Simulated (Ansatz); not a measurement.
`NB(F)[SiH3]` + `N[CH2][GeH3]` → `N[B]([SiH3])[GeH3]` + `NCF`  (formal exchange of groups at a B–F bond)

Program: Ansatz. Geometries: PBE0-D4/def2-TZVP. ΔE: electronic, gas phase. CBS: MP2 limit from def2 TZ/QZ plus the TZ coupled-cluster correction, frozen cores. DFT in def2-TZVPP. B3LYP here is the variant with VWN-RPA as its local correlation; programs differ in this. For Ge outer-core shells are correlated without core-valence functions, which leaves a few kJ/mol of doubt a bond. Scalar relativity is left out up to krypton. One conformer a species, not always the lowest.

`NB(F)[SiH3]`:

```xyz
9

N     0.418   -0.021    1.599
B     0.738    0.039    0.246
F     2.037    0.132   -0.085
Si   -0.668   -0.007   -1.217
H     1.118    0.004    2.324
H    -0.526   -0.092    1.933
H    -0.634    1.239   -2.032
H    -0.450   -1.158   -2.136
H    -2.034   -0.137   -0.632
```

`N[CH2][GeH3]`:

Cartesian coordinates in Å:
```
N 0.328 1.473 -0.288
C -0.178 0.173 -0.703
Ge 0.112 -1.144 0.726
H -0.189 1.826 0.507
H 0.235 2.155 -1.030
H -1.238 0.155 -0.993
H 0.394 -0.170 -1.570
H -0.504 -0.607 2.034
H 1.613 -1.383 0.946
H -0.573 -2.478 0.373
```

`N[B]([SiH3])[GeH3]`:

Z-matrix (Å, degrees):
```
Si
B 1 2.017
H 1 1.491 2 110.9
H 1 1.491 2 111.0 3 -119.1
H 1 1.495 2 112.1 3 120.5
Ge 2 2.070 1 122.1 3 59.7
N 2 1.386 1 119.7 3 -120.3
H 6 1.541 2 112.0 1 -60.1
H 6 1.541 2 112.0 1 59.7
H 6 1.547 2 111.5 1 179.8
H 7 1.009 2 123.6 1 -180.0
H 7 1.009 2 123.3 1 0.0
```

`NCF`:

Cartesian coordinates in Å:
```
N -0.659 0.267 0.541
C 0.522 0.011 -0.170
F 0.367 -0.925 -1.207
H -1.383 0.671 -0.035
H -1.016 -0.552 1.014
H 0.886 0.927 -0.640
H 1.283 -0.399 0.497
```

Is it downhill or uphill in electronic energy at CCSD(T)/CBS, and by how much? (An estimate is asked.)

Ansatz gave: Uphill: ΔE = +145.7 kJ/mol.

What do these levels give: ωB97X-V, ωB97M-V, PBE0, B3LYP, SCS-MP2/def2-QZVPP, MP2/CBS(def2)? (Estimate.)

Ansatz gave: ωB97X-V 141.0, ωB97M-V 144.8, PBE0 137.0, B3LYP 142.7, SCS-MP2/def2-QZVPP 152.7, MP2/CBS(def2) 153.1 kJ/mol.

Largest T1 diagnostic among the species: 0.013.

In def2-TZVPP, CCSD(T) changes the Hartree–Fock value by −11.4 kJ/mol (the triples alone add −2.8 kJ/mol) and MP2 by −4.0 kJ/mol. From PBE to PBE0 (25 % exact exchange), in def2-TZVPP and without D4, ΔE moves by +6.6 kJ/mol.
